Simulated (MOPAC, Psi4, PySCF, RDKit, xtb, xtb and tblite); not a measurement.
Two geometries of C4H10O, SMILES CC(C)CO, relaxed at GFN2-xTB with one dihedral held; other torsions can differ between them too.

Structure A

```
15

C      0.4661     1.3682     0.3379
C      0.1178     0.0371    -0.3275
C      1.2904    -0.9339    -0.2169
C     -1.1350    -0.5763     0.3022
O     -2.3194     0.1507     0.0448
H     -0.3777     2.0556     0.3197
H      1.3012     1.8416    -0.1734
H      0.7459     1.2041     1.3764
H     -0.0899     0.2135    -1.3912
H      1.4986    -1.1568     0.8272
H      1.0687    -1.8668    -0.7296
H      2.1832    -0.5003    -0.6610
H     -1.2795    -1.5940    -0.0840
H     -1.0075    -0.6416     1.3906
H     -2.1031     0.9170    -0.4948
```

Structure B

```
15

C      0.4477     1.3689     0.3135
C      0.1303     0.0271    -0.3407
C      1.3038    -0.9385    -0.2072
C     -1.1326    -0.5814     0.2840
O     -2.2781     0.2170     0.1047
H     -0.4275     2.0139     0.2894
H      1.2644     1.8660    -0.2047
H      0.7345     1.2208     1.3522
H     -0.0677     0.1950    -1.4079
H      1.5088    -1.1406     0.8417
H      1.0875    -1.8825    -0.7029
H      2.1971    -0.5110    -0.6560
H     -1.2998    -1.5883    -0.1276
H     -1.0074    -0.6689     1.3659
H     -2.4335     0.3238    -0.8405
```

**Question.** Which is lower in energy at the level PBE0-D3(BJ)/def2-TZVP // GFN2-xTB run with Psi4 1.11, and by how much?

**Answer.** B is lower, by 6.70 kJ/mol (dihedral C2–C4–O5–H15: 0° in A, 60° in B).

E(B) − E(A) in kJ/mol at the other levels, on the same two geometries: GFN2-xTB (xtb and tblite) -6.60; MMFF94 // GFN2-xTB (RDKit) -4.29; PBE0/def2-TZVP // GFN2-xTB (Psi4) -6.88; PBE/def2-TZVP // GFN2-xTB (Psi4) -6.78; PBE-D3(BJ)/def2-TZVP // GFN2-xTB (Psi4) -6.54; UFF // GFN2-xTB (RDKit) -12.69; PM6, restricted, heats of formation // GFN2-xTB (MOPAC) -3.27; PM7, restricted, heats of formation // GFN2-xTB (MOPAC) -2.75; GFN1-xTB // GFN2-xTB (xtb) -5.88; restricted B3LYP/6-31G*, spherical d // GFN2-xTB (PySCF) -8.42; restricted MP2 (frozen core)/3-21G // GFN2-xTB (PySCF) -12.51; restricted MP2 (frozen core)/6-31G*, spherical d // GFN2-xTB (PySCF) -9.30; restricted BP86/6-31G*, spherical d // GFN2-xTB (PySCF) -8.34.
